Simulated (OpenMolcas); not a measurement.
## CuH at 1.458 Å: OpenMolcas input and output

Input (each module block was a call of its own in one work directory; start orbitals came from a preliminary run):

```
&GATEWAY
Coord
2
angstrom
Cu 0.0 0.0 0.0
H 0.0 0.0 1.4580
Basis=ANO-RCC-VTZP
Group=XY
RX2C
AMFI
ANGMom
0.0 0.0 0.0
RICD
&SEWARD
&GUESSORB
* RASSCF and CASPT2 blocks for each multiplicity and irrep, as for the first:
&RASSCF
FileOrb=$CurrDir/o11.orb
Symmetry=1
Spin=1
nActEl=12 0 0
Inactive=5 4
RAS2=5 2
CIRoot=3 3 1
Linear
Iterations=120 100
OrbListing=Nothing
PRWF=0.15
>>COPY $Project.RasOrb $CurrDir/o11.orb
>>COPY $Project.rasscf.h5 $CurrDir/r11.h5
&CASPT2
XMultistate=all
Imaginary=0.2
IPEA=0.25
MaxIter=40
>>COPY $Project.JobMix JOB001
&RASSI
Nr of JobIphs=4 3 3 2 2
1 2 3
1 2 3
1 2
1 2
SpinOrbit
EJob
Omega
MEES
MESO
Properties=4
'AngMom' 3 'Mltpl  1' 1 'Mltpl  1' 2 'Mltpl  1' 3
Thrs=1.0d-4
>>COPY $Project.rassi.h5 $CurrDir/so.h5
```

```bash
pymolcas m.inp
```

C2 symmetry about the axis (a holds Σ, Δ, Γ; b holds Π, Φ, H; Σ⁺ and Σ⁻ are not told apart); roots by multiplicity and irrep: 1a 3, 3a 3, 3b 2, 1b 2.

RASSI part of the output, in excerpt:

```
SPIN-FREE ENERGIES:
  (Shifted by EMIN (a.u.) =      -1654.4805728361)
 SF State       Relative EMIN(au)   Rel lowest level(eV)    D:o, cm**(-1)      Abs_M
     1             0.0000000000        0.0000000000              0.0000         0.0
     4             0.0352299451        0.9586556448           7732.0792         0.0
     7             0.0536017830        1.4585788212          11764.2316         1.0
     8             0.0536017838        1.4585788428          11764.2317         1.0
     5             0.0540875218        1.4717964462          11870.8389         2.0
     6             0.0540891242        1.4718400501          11871.1906         2.0
     2             0.0571035546        1.5538668794          12532.7816         2.0
     3             0.0571046261        1.5538960373          12533.0168         2.0
     9             0.0655262465        1.7830600033          14381.3488         1.0
    10             0.0655264553        1.7830656854          14381.3946         1.0
++ Dipole transition strengths (spin-free states):
     for osc. strength at least  1.00000000E-05
      From   To        Osc. strength     Einstein coefficients Ax, Ay, Az (sec-1)    Total A (sec-1)
         1    9       6.02587885E-04  8.13929859E+04  1.73779532E+03  0.00000000E+00  8.31307812E+04
         1   10       6.02589837E-04  1.73781181E+03  8.13937685E+04  0.00000000E+00  8.31315803E+04
 Electric-quadrupole - electric-quadrupole not included
 Electric-dipole - electric-octupole not included
 Electric-dipole - magnetic-quadrupole not included
   Eigenvalues of complex Hamiltonian:
  (Shifted by EMIN (a.u.) =      -1654.4805728361)
 SO State       Relative EMIN(au)   Rel lowest level(eV)    D:o, cm**(-1)      Omega
     1            -0.0003267977        0.0000000000              0.0000         0.0
     2             0.0343153133        0.9426598618           7603.0645         0.0
     3             0.0344683725        0.9468248152           7636.6571         1.0
     4             0.0344683741        0.9468248595           7636.6575         1.0
     5             0.0500574757        1.3710259259          11058.0698         2.0
     6             0.0500578901        1.3710372021          11058.1608         2.0
     7             0.0503856991        1.3799573384          11130.1065         3.0
     8             0.0503856991        1.3799573384          11130.1065         3.0
     9             0.0518857507        1.4207758208          11459.3298         2.0
    10             0.0518860113        1.4207829121          11459.3870         2.0
    11             0.0520067674        1.4240688551          11485.8899         1.0
    12             0.0520067782        1.4240691489          11485.8923         1.0
    13             0.0557821933        1.5268034272          12314.5001         0.0
    14             0.0563700275        1.5427992102          12443.5148         0.0
    15             0.0589252543        1.6123304734          13004.3223         1.0
    16             0.0589252586        1.6123305897          13004.3232         1.0
    17             0.0609969483        1.6687041382          13459.0065         2.0
    18             0.0609970930        1.6687080749          13459.0383         2.0
    19             0.0667485281        1.8252125982          14721.3324         1.0
    20             0.0667487195        1.8252178052          14721.3744         1.0
 Weights of the five most important spin-orbit-free states for each spin-orbit state.
 SO State  Total energy (au)           Spin-free states, spin, and weights
    1        -0.000327       1 0.0  0.9942    7 1.0  0.0029    8 1.0  0.0029    6 1.0  0.0000    5 1.0  0.0000
    2         0.034315       4 1.0  0.9585    7 1.0  0.0207    8 1.0  0.0207    3 0.0  0.0000    5 1.0  0.0000
    3         0.034468       4 1.0  0.9689    8 1.0  0.0226    9 0.0  0.0079    7 1.0  0.0006    5 1.0  0.0000
    4         0.034468       4 1.0  0.9689    7 1.0  0.0226   10 0.0  0.0079    8 1.0  0.0006    5 1.0  0.0000
    5         0.050057       7 1.0  0.3687    8 1.0  0.3687    5 1.0  0.2603    3 0.0  0.0023    2 0.0  0.0000
    6         0.050058       7 1.0  0.3688    8 1.0  0.3688    6 1.0  0.2600    2 0.0  0.0023    3 0.0  0.0000
    7         0.050386       5 1.0  0.5002    6 1.0  0.4998    7 1.0  0.0000    8 1.0  0.0000    9 0.0  0.0000
    8         0.050386       5 1.0  0.5002    6 1.0  0.4998    7 1.0  0.0000    8 1.0  0.0000    9 0.0  0.0000
    9         0.051886       5 1.0  0.4453    3 0.0  0.4233    7 1.0  0.0649    8 1.0  0.0649    2 0.0  0.0012
   10         0.051886       6 1.0  0.4455    2 0.0  0.4234    7 1.0  0.0648    8 1.0  0.0648    3 0.0  0.0012
   11         0.052007       8 1.0  0.6836    6 1.0  0.1159    5 1.0  0.1157    9 0.0  0.0543    7 1.0  0.0180
   12         0.052007       7 1.0  0.6836    6 1.0  0.1159    5 1.0  0.1157   10 0.0  0.0543    8 1.0  0.0180
   13         0.055782       8 1.0  0.4971    7 1.0  0.4971    1 0.0  0.0058    2 0.0  0.0000    6 1.0  0.0000
   14         0.056370       8 1.0  0.4793    7 1.0  0.4793    4 1.0  0.0415    3 0.0  0.0000    5 1.0  0.0000
   15         0.058925       6 1.0  0.3543    5 1.0  0.3541    8 1.0  0.2561    9 0.0  0.0213    4 1.0  0.0075
   16         0.058925       6 1.0  0.3543    5 1.0  0.3541    7 1.0  0.2560   10 0.0  0.0213    4 1.0  0.0075
   17         0.060997       2 0.0  0.5709    6 1.0  0.2920    8 1.0  0.0664    7 1.0  0.0664    3 0.0  0.0022
   18         0.060997       3 0.0  0.5710    5 1.0  0.2919    8 1.0  0.0664    7 1.0  0.0664    2 0.0  0.0022
   19         0.066749       9 0.0  0.9165    6 1.0  0.0300    5 1.0  0.0300    8 1.0  0.0122    4 1.0  0.0111
   20         0.066749      10 0.0  0.9165    6 1.0  0.0300    5 1.0  0.0300    7 1.0  0.0122    4 1.0  0.0111
++ Dipole transition strengths (SO states):
        for osc. strength at least   1.00000000E-05
      From   To        Osc. strength     Einstein coefficients Ax, Ay, Az (sec-1)    Total A (sec-1)
         1   11       2.55734812E-05  2.19839786E+03  5.20107312E+01  0.00000000E+00  2.25040859E+03
         1   12       2.55727861E-05  5.20094804E+01  2.19833887E+03  0.00000000E+00  2.25034835E+03
         1   15       1.15933736E-05  1.27729418E+03  3.04641782E+01  0.00000000E+00  1.30775836E+03
         1   16       1.15928490E-05  3.04629316E+01  1.27723644E+03  0.00000000E+00  1.30769937E+03
         1   19       5.63845368E-04  7.98034333E+04  1.70386192E+03  0.00000000E+00  8.15072952E+04
         1   20       5.63848557E-04  1.70388107E+03  7.98043402E+04  0.00000000E+00  8.15082213E+04
 Electric-quadrupole - electric-quadrupole not included
 Electric-dipole - electric-octupole not included
 Electric-dipole - magnetic-quadrupole not included
```

Only roots inside an energy window near the equilibrium distance were included, so the list of states is not complete; labels number the states computed. Each spin and symmetry block has orbitals of its own, averaged over its own roots, so gaps between blocks are less sure than gaps within one and near the minimum can be off by tenths of an eV, in bad cases by more. No Rydberg orbitals are active, so Rydberg states, and σ→σ* states whose orbital the CASSCF left unused, can be missing between those listed. For d and f metals this valence active space lacks a second d shell: the order of states is not reliable within half an eV or more, and the lowest computed state need not be the true ground state.
